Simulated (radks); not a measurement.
These are the eigenvalues of the occupied orbitals of an atom or ion with whole-number occupations (hartree). All-electron calculation, Dirac Kohn-Sham, BLYP, spin-unpolarised, spherical densities, finite nucleus; Fermi nuclear charge, rms radius of each element as measured or else 0.836 A^(1/3) + 0.57 fm. Program: a radial shooting solver on a logarithmic mesh with Libxc functionals.

1s1/2: -1840.561
2s1/2: -304.9219
2p1/2: -289.6348
2p3/2: -264.0595
3s1/2: -68.74612
3p1/2: -62.11546
3p3/2: -56.87205
3d3/2: -45.40546
3d5/2: -44.26373
4s1/2: -14.95051
4p1/2: -12.36292
4p3/2: -11.17932
4d3/2: -6.90603
4d5/2: -6.68952
5s1/2: -2.84552
5p1/2: -2.08119
5p3/2: -1.88995
4f5/2: -1.61255
5d3/2: -0.85255
6s1/2: -0.70394
6p1/2: -0.52713

Which element is it, and in what charge state? The configuration may be excited. Open shells, if any, fill j = l - 1/2 first.

Answer. Z = 64, gadolinium, charge +2: Gd2+ in [Xe] 4f5 5d1 6s1 6p1. The list shows which subshells hold electrons but not how many an open one holds; the 1s level, -1840.6 hartree, gives Z - s = 60.7 by -(Z - s)^2/2, which with screening and relativity narrows Z to a few neighbours, and the depths of the outer levels then fix element, charge and occupations together.
